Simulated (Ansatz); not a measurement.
A made-up structure of LiSi2NH4, singlet:

```
8
angstrom
Li -1.7341 1.0793 1.6046
Si -1.3952 1.2674 -0.7548
N -0.5623 0.3753 0.3911
Si 0.7820 -0.6740 0.2381
H -0.7326 0.9985 -2.1084
H 1.2693 -0.7923 -1.1683
H 1.9260 -0.2058 1.0777
H -2.2533 1.2460 3.0982
```

It is relaxed with PBE-D4/def2-SVP and then PBE0-D4/def2-TZVP (Ansatz 0.2.0). Atoms count as bonded within 1.22 times the sum of their covalent radii (H–H: 0.88 Å). The end point is not checked to be a true minimum.

**Question.** Does its bonding change? (A judgement: the text doesn't fix the answer.)

**Answer.** By the calculation: Yes. Formed: Si4–H8; broken: Li1–H8.

Where it ends: The first stage lowers the energy by 0.73 eV in 12 steps. It ends as LiSi₂NH₄ ([SiH3][N]1[Li][SiH]1):
Li1  (-2.772, 1.270, 0.584)
Si2  (-1.053, 1.814, -0.985)
N3  (-1.049, 0.735, 0.295)
Si4  (0.176, -0.310, 0.879)
H5  (0.329, 1.743, -1.642)
H6  (-0.276, -1.734, 0.851)
H7  (1.441, -0.219, 0.092)
H8  (0.505, -0.005, 2.305)
(Å)

Labels in which every atom is bracketed show which atoms are joined, not bond orders.

For scale, one of the runs: PBE0-D4/def2-TZVP relaxation, 143 basis functions, launched by `ansatz run in.yaml --threads 2 --pin off --events-out ev --progress --plain --max-ram 4352MiB`. Hardware: 2 CPU threads of an Arm Neoverse V2, shared host. Wall time about 2.3 min.
